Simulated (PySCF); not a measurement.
C₃H₁₁SSi₂ (doublet state).
Z-matrix (Å and degrees, GFN2-xTB geometry), rows numbered from 1:
```
C 
C   1  1.5229
Si  2  1.8923  1  112.35
S   3  2.1434  2  106.25  1  -176.31
Si  4  2.1661  3  103.02  2   179.99
C   5  1.8945  4  107.09  3  -176.93
H   1  1.0889  2  110.87  3  -179.46
H   1  1.0878  2  110.74  3   -59.32
H   1  1.0878  2  110.70  3    60.45
H   2  1.0918  1  109.33  3  -122.09
H   2  1.0922  1  109.31  3   122.07
H   3  1.4611  2  112.98  1   -58.62
H   3  1.4621  2  112.00  1    65.77
H   5  1.4630  4  106.98  3    61.21
H   6  1.0882  5  110.51  4   -60.34
H   6  1.0862  5  111.31  4    59.21
H   6  1.0854  5  110.85  4   179.74
```

The hyperfine couplings belong to this conformer and change with its torsions.

As a line formula: `CC[SiH2]S[SiH]C` [radical].

Computed, not measured: PySCF, UKS B3LYP, pcH-1 on C H S Si, non-relativistic, mean-field spin-orbit, GIAO. Isolated species at its GFN2-xTB geometry (one conformer only). A GFN2-xTB geometry isn't a minimum of the functional, and hyperfine couplings can be far from their values at a DFT geometry, by a factor of two or more for some ions and for spin on atoms past the first row. The SCF solution wasn't tested for stability.

Principal values of hyperfine tensors in MHz (contact, dipolar and spin–orbit terms together), for some of the nuclei:

```csv
atom,isotope,A1,A2,A3
Si5,29Si,-697.14,-465.51,-463.36
H15,1H,50.60,54.87,58.32
C6,13C,22.21,22.56,35.46
Si3,29Si,-9.29,-7.35,-6.83
S4,33S,-11.89,-9.35,30.45
H16,1H,-2.64,-0.95,7.99
H11,1H,0.39,0.57,2.36
H13,1H,-0.56,-0.21,3.30
```

**Question.** Split each tensor into its isotropic and traceless parts, and turn a_iso into mT with g = 2.0055.

**Answer.** a_iso is a third of the trace, T = A − a_iso, and a(mT) = a(MHz)/(g × 13.996). The tensors hold a spin–orbit part: the run splits a_iso into a_FC + a_SO, and T includes its anisotropic share.

```
atom  a_iso (MHz)     a_FC  a_SO  a_iso (mT)       T1      T2     T3
 Si5      -542.01  -542.69  0.69     -19.310  -155.14   76.49  78.64
 H15        54.60    54.59  0.00       1.945    -4.00    0.28   3.72
  C6        26.74    26.71  0.03       0.953    -4.53   -4.18   8.71
 Si3        -7.83    -7.85  0.03      -0.279    -1.47    0.47   0.99
  S4         3.07     2.99  0.08       0.109   -14.96  -12.42  27.38
 H16         1.47     1.46  0.01       0.052    -4.11   -2.42   6.53
 H11         1.10     1.10  0.00       0.039    -0.72   -0.54   1.25
 H13         0.85     0.84  0.01       0.030    -1.40   -1.05   2.46
```

**Question.** What spin density at the nucleus of Si5 lies behind its contact coupling (g_N = -1.11058)?

**Answer.** a_FC = 800.24 MHz bohr³ × g_N × ρ(0)/(2S). With a_FC = -542.69 MHz and 2S = 1, ρ(0) = 0.6106 bohr⁻³. The nuclear moment is negative, so coupling and spin density have opposite signs.

**Question.** H14 (1H, g_N = 5.58569) isn't in the table. Its spin density at the nucleus is 0.02332 bohr⁻³. What is its contact coupling?

**Answer.** By the same relation, a_FC = 104.3 MHz. Its full tensor has the principal values 96.34, 104.81, 111.72 MHz.

**Question.** Which nucleus of the table has the largest anisotropic coupling, and what is its form?

**Answer.** Si5: -155.1, 76.5, 78.6 MHz (the dipolar term alone has -154.5, 76.1, 78.4), axial, in the ratio +1:+1:−2, the form that spin in one p orbital centred on that nucleus gives (the nuclear moment is negative).

**Question.** What first-order splitting does H15 cause when the field lies along A1, A2 or A3 of its tensor (g taken as isotropic, no quadrupole term)?

**Answer.** 2 lines (I = 1/2), spaced by |A_i|/(g × 13.996): 1.80, 1.95, 2.08 mT along the axes of A1, A2 and A3.
